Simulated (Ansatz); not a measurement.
Born–Oppenheimer molecular dynamics of ClH$_{5}$W (7 atoms, charge 0, multiplicity 1). It starts at the highest image of a converged band. Of that band: The profile has 3 maxima (images 1, 3, 5) with wells between them (images 2, 4): this band takes more than one step, which may be the mechanism or a detour left from its start path. The top lies less than 8 meV above the higher end, about what the thresholds resolve: that end is a shoulder or a very shallow well. A vibrational analysis at the climbing image gives one clearly imaginary mode, 375i cm⁻¹: a first-order saddle point.

Theory: Ansatz, RKS revPBE/def2-SVP.

```
ensemble                      : NVE (velocity Verlet)
time step                     : 0.5 fs
steps asked                   : 200
starting velocities drawn for : 100 K
seed                          : 7340
```

First frame:

```xyz
7
Properties=species:S:1:pos:R:3
W -0.091 0.166 -0.019
Cl 0.373 -0.929 2.073
H 1.429 0.608 0.528
H 0.389 1.756 -0.467
H -1.505 0.141 0.929
H 0.920 -1.144 -0.276
H -0.294 -0.598 -1.547
```

(1) How far do the bonds stretch over the last three quarters of this one trajectory? (Pairs bonded in most of those frames.)

## Answers

(1) 
```json
{"bond": "W1–Cl2", "mean (Å)": "2.421", "spread (Å)": "0.021", "shortest": "2.38", "longest": "2.44"}
{"bond": "W1–H3", "mean (Å)": "1.671", "spread (Å)": "0.004", "shortest": "1.66", "longest": "1.68"}
{"bond": "W1–H4", "mean (Å)": "1.719", "spread (Å)": "0.007", "shortest": "1.71", "longest": "1.73"}
{"bond": "W1–H5", "mean (Å)": "1.700", "spread (Å)": "0.004", "shortest": "1.69", "longest": "1.71"}
{"bond": "W1–H6", "mean (Å)": "1.674", "spread (Å)": "0.014", "shortest": "1.65", "longest": "1.70"}
{"bond": "W1–H7", "mean (Å)": "1.721", "spread (Å)": "0.051", "shortest": "1.65", "longest": "1.80"}
```

Mean temperature of the second half: 54 K. The conserved energy stayed within 0.055 meV per atom of its start (net change 0.038 meV per atom), so the integration is sound. A run of 0.1 ps of so small a system gives no equilibrium averages. The orbitals stay closed-shell, which can raise the energy where a bond breaks towards radicals; this wasn't checked here.

The run took 3.2 min on 2 threads of AMD EPYC 7B13 (Zen 3), on a shared host, peak memory 0.15 GiB.
